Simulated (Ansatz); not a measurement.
Basis sets compared for K2H2. The state is a singlet with charge 0. Geometry r2SCAN-D4/def2-TZVP. Ansatz on 4 threads of Arm Neoverse N1 on a shared host; times are rough, and most runs start from earlier orbitals.

```tsv
atom	x (Å)	y (Å)	z (Å)
K1	-1.0756	1.1406	0.8745
K2	1.0746	-1.1409	-0.8753
H3	0.4790	1.2730	-1.0684
H4	-0.4779	-1.2727	1.0692
```

The 6-31G sets use Cartesian d functions. The structure comes from a short search, and lower isomers may exist.

Binding counts from free atoms (K doublet, H doublet) in the same basis, without a counterpoise term.

```csv
level,functions,energy (Eh),HOMO (eV),LUMO (eV),binding per atom (eV),wall time
HF/STO-3G,28,-1187.1935,-3.27,5.32,0.71,0.15 s
HF/6-31G,62,-1199.3531,-6.71,0.37,0.79,0.4 s
PBE-D4/def2-SVP,58,-1200.4039,-3.25,-1.07,1.23,0.85 s
PBE-D4/def2-TZVP,78,-1200.5652,-3.31,-1.03,1.25,1.1 s
r2SCAN-D4/def2-TZVP,78,-1200.9313,-3.42,-0.29,1.30,2.3 s
PBE0-D4/def2-SVP,58,-1200.5045,-4.23,-0.59,1.23,1.1 s
PBE0-D4/def2-TZVP (with forces),78,-1200.6629,-4.30,-0.54,1.25,1.9 s
```

Question: Estimate the rows for PBE-D4/def2-TZVPD, r2SCAN-D4/def2-TZVPD, PBE0-D4/def2-TZVPD.

Answer: 
```json
{"level": "PBE-D4/def2-TZVPD", "functions": "90", "energy (Eh)": "-1200.5660", "HOMO (eV)": "-3.32", "LUMO (eV)": "-1.04", "binding per atom (eV)": "1.26", "wall time": "1.3 s"}
{"level": "r2SCAN-D4/def2-TZVPD", "functions": "90", "energy (Eh)": "-1200.9319", "HOMO (eV)": "-3.42", "LUMO (eV)": "-0.36", "binding per atom (eV)": "1.30", "wall time": "2.7 s"}
{"level": "PBE0-D4/def2-TZVPD", "functions": "90", "energy (Eh)": "-1200.6636", "HOMO (eV)": "-4.30", "LUMO (eV)": "-0.56", "binding per atom (eV)": "1.25", "wall time": "1.4 s"}
```
